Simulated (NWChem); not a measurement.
System: SiNH₄OF; SMILES N[SiH](O)F

```xyz
8

Si     0.0801     0.0276    -0.3705
N      0.5306    -1.4698     0.2823
O      0.9604     1.1875     0.4093
F     -1.4801     0.4405    -0.1321
H      0.2457    -0.0149    -1.8421
H      0.4198    -2.3385    -0.2238
H      0.6931    -1.6055     1.2724
H      0.5343     2.0452     0.4960
```
Atoms are numbered in this order, from 1.

Program: NWChem. Geometry: optimised at PBE0/def2-SVP. GIAO values for the isolated, static molecule; σ is the absolute isotropic shielding, δ = σ(reference) − σ with the isolated reference molecule computed at the same levels (19F: trichlorofluoromethane, 1H: tetramethylsilane, 15N: ammonia, 17O: water, 29Si: tetramethylsilane).

Task: What does the run give for KT2/pcSseg-1? Quantities: δ Si1 (ppm); δ N2 (ppm); δ O3 (ppm); δ F4 (ppm); δ H5 (ppm); δ H6 (ppm); δ H7 (ppm).

Result: 
| Quantity | Value |
|---|---|
| δ Si1 (ppm) | -36.4 |
| δ N2 (ppm) | 34.6 |
| δ O3 (ppm) | 51.9 |
| δ F4 (ppm) | -142.3 |
| δ H5 (ppm) | 4.76 |
| δ H6 (ppm) | 1.03 |
| δ H7 (ppm) | 1.21 |
